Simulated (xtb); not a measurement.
GeH₃O₃, SMILES [Ge]([OH])([OH])[OH] (connectivity only; charge and spin as stated), charge +1, multiplicity 1. All values are semi-empirical tight-binding results from xtb (GFN2-xTB unless named), good for trends rather than for accurate numbers. Coordinates come from a GFN2-xTB optimisation. The multiplicity is an assumed one; other spin states were not compared. The isomer is the one that the SMILES or the coordinates give; other isomers of the formula were not compared. Other conformers were not sampled.

For metal compounds this method's bond lengths and energies can be far off.

| Quantity | Result |
|---|---|
| point group as xtb finds it | Cs |
| orbital gap | 5.92 eV |
| zero-point energy | 23.1 kcal/mol |
| G − E(el) at 298.15 K (modified RRHO) | 4.6 kcal/mol |
